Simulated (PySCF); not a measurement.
Job file and geometry (Å, from GFN2-xTB) of a spin–spin coupling run on SMILES C=[CH][GaH2], C2H5Ga, PySCF 2.14.0, density-fitted response routines, B3LYP/pcJ-1 Ga:pcSseg-1 indirect spin-spin coupling, non-relativistic, gas phase; density fitting, a coarse starting grid and PySCF grid level 2 are the driver's defaults:

```
{"job": {"kind": "j", "xc": "B3LYP", "basis": "pcJ-1"}, "charge": 0, "multiplicity": 1}
C     -1.332869    -0.044979    -0.384849
C     -0.348311    -0.610382     0.307507
Ga     1.436133     0.306229     0.232546
H     -1.152938     0.864549    -0.952735
H     -2.341668    -0.434668    -0.430388
H     -0.545956    -1.521497     0.870895
H      2.753623    -0.172198     0.969367
H      1.541044     1.622360    -0.636909
```

Task: Write the output of this run.

Result: 
```
coarse grid: 30136 points
cycle   1  E = -2003.7890081245  dE = -4.961e-01  |g| = 1.064e+00  |ddm| = 2.416e+00
cycle   2  E = -2003.6869297732  dE =  1.021e-01  |g| = 1.325e+00  |ddm| = 1.183e+00
cycle   3  E = -2003.8878783492  dE = -2.009e-01  |g| = 9.477e-02  |ddm| = 8.193e-01
cycle   4  E = -2003.8896764096  dE = -1.798e-03  |g| = 4.089e-02  |ddm| = 1.156e-01
cycle   5  E = -2003.8901041375  dE = -4.277e-04  |g| = 6.907e-03  |ddm| = 3.522e-02
cycle   6  E = -2003.8901112187  dE = -7.081e-06  |g| = 4.182e-03  |ddm| = 8.083e-03
cycle   7  E = -2003.8901156846  dE = -4.466e-06  |g| = 4.411e-04  |ddm| = 2.906e-03
final grid: 62568 points
cycle   8  E = -2003.8901118405  dE =  3.018e-08  |g| = 6.319e-04  |ddm| = 1.035e-03
cycle   9  E = -2003.8901116061  dE =  2.344e-07  |g| = 1.162e-03  |ddm| = 1.243e-03
cycle  10  E = -2003.8901119382  dE = -3.321e-07  |g| = 7.769e-05  |ddm| = 7.986e-04
cycle  11  E = -2003.8901119395  dE = -1.358e-09  |g| = 2.658e-05  |ddm| = 8.001e-05
cycle  12  E = -2003.8901119396  dE = -7.549e-11  |g| = 1.334e-06  |ddm| = 1.277e-05
converged SCF energy = -2003.8901119396

Indirect spin-spin couplings (Hz)
  i      j    bonds     total        FC       PSO       DSO        SD
  0 C    1 C    1     67.003    73.846   -10.232     0.176     3.212
  0 C    3 H    1    165.061   163.818     0.155     0.669     0.418
  0 C    4 H    1    162.639   161.502     0.089     0.573     0.475
  0 C    5 H    2     -3.580    -1.693    -1.444    -0.457     0.014
  0 C    6 H    3      7.173     7.729     0.277    -0.804    -0.030
  0 C    7 H    3      0.755     0.872    -0.025    -0.089    -0.004
  1 C    3 H    2      0.978     2.586    -1.334    -0.340     0.066
  1 C    4 H    2     -3.007    -1.321    -1.207    -0.485     0.006
  1 C    5 H    1    162.940   161.701    -0.035     0.928     0.347
  1 C    6 H    2     27.540    28.408    -0.019    -0.861     0.012
  1 C    7 H    2     23.536    24.380    -0.106    -0.720    -0.018
  3 H    4 H    2      3.911     3.121     3.725    -3.226     0.291
  3 H    5 H    3     22.191    22.227     2.808    -3.090     0.246
  3 H    6 H    4      1.071     3.394     0.890    -3.197    -0.017
  3 H    7 H    4      0.813     0.039    -0.924     1.678     0.020
  4 H    5 H    3     14.111    14.324     0.409    -0.628     0.006
  4 H    6 H    4      6.925     8.052     1.058    -2.199     0.014
  4 H    7 H    4     -0.227     0.075     1.045    -1.331    -0.015
  5 H    6 H    3     -2.825    -2.008     0.482    -1.333     0.035
  5 H    7 H    3      6.378     8.355     1.484    -3.436    -0.026
  6 H    7 H    2     49.076    52.863     1.141    -4.962     0.034
```

Size and cost of the density-fitted run: 145 basis functions, 21 s wall time on 1 thread of an Arm Neoverse V1, shared host.
